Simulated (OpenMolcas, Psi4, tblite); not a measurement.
How methods differ on GaBH3ClO (SMILES O[B](Cl)[GaH2])

GaBH3ClO: 7 atoms, total charge 0, spin state singlet. As SMILES, `O[B](Cl)[GaH2]`. The coordinates come from a PBE0-D4/def2-TZVP relaxation. This is one conformer, not always the lowest.

Each level gives the vertical ionisation energy (to the doublet cation) (eV). The values are calculated.

```
                              level                   kind     program  value (eV)  CPU time (all runs)
                           GFN2-xTB         semi-empirical      tblite       13.30            under 2 s
    HF/6-31G* (spherical functions)           Hartree–Fock  OpenMolcas        9.37                 20 s
 SVWN5/6-31G* (spherical functions)                    LDA  OpenMolcas        9.59                 45 s
   PBE/6-31G* (spherical functions)                    GGA  OpenMolcas        9.45                 67 s
r2SCAN/6-31G* (spherical functions)               meta-GGA  OpenMolcas        9.62                 78 s
 B3LYP/6-31G* (spherical functions)          global hybrid  OpenMolcas        9.72                 59 s
 BHLYP/6-31G* (spherical functions)          global hybrid  OpenMolcas        9.88                 57 s
   MP2/6-31G* (spherical functions)    perturbation theory        Psi4        9.67                 20 s
  CCSD/6-31G* (spherical functions)  coupled cluster or CI        Psi4        9.64              1.8 min
```

All-electron rows without a relativistic Hamiltonian named are non-relativistic. The values span 9.37 to 13.30 eV. The xTB values lack the empirical shift that such differences need. In the correlated wave-function rows the outer d shell of Ga is correlated, in sets not made for it. CPU times are rough (shared hosts, several kinds of processor and program).
